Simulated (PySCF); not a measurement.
## Computed properties of Ga(I)2(OH) (GaHI₂O), SMILES [OH][Ga]([I])[I]

Ga(I)2(OH) (GaHI₂O), SMILES [I][Ga]([OH])[I]. Geometry: B3LYP-D3(BJ)/def2-SVP. The def2 effective core potentials stand for the cores of I; spin–orbit coupling is left out. The values are those of a single conformer. All values are computed for the isolated molecule unless a solvent is named; none is compared with measurement here.

**Structure.** The optimised structure has Cs symmetry. All 9 harmonic modes at B3LYP-D3(BJ)/def2-SVP (PySCF) are real, so it is a minimum. With heavy atoms numbered as in [Ga:1]([I:2])([I:3])[OH:4], the shortest bond between them is Ga1–O4 at 1.781 Å and the longest Ga1–I2 at 2.501 Å.

**Vibrations.** The strongest infrared lines (harmonic, unscaled, degenerate partners summed) lie at 810 cm⁻¹ (113 km/mol, H 91 %), 341 cm⁻¹ (109 km/mol, H 92 %, O 8 %), 708 cm⁻¹ (105 km/mol, O 80 %, Ga 19 %). The softest mode is at 65 cm⁻¹ and the zero-point energy is 9.3 kcal/mol.

**Electronic structure.** CAM-B3LYP/def2-TZVP (PySCF) places the frontier levels at -9.10 and -1.26 eV, a gap of 7.84 eV, and gives a dipole moment of 1.17 D and a mean polarisability of 95.3 bohr³. PBE/def2-TZVP (PySCF) at the same geometry gives -6.73 and -2.99 eV, so its gap is 4.10 eV narrower. An orbital gap is neither the optical nor the fundamental gap.

**Excitations.** TDDFT-CAM-B3LYP/def2-SVPD (PySCF) has S1 at 4.56 eV (272 nm, f = 0.025, weak); the most intense of the 10 singlets computed lies at 6.60 eV (f = 0.62). T1 (TDA) is at 4.14 eV. TDDFT-PBE/def2-SVPD (PySCF) puts S1 at 3.81 eV. No vertical singlet excitation falls in the visible range (under 3.1 eV).
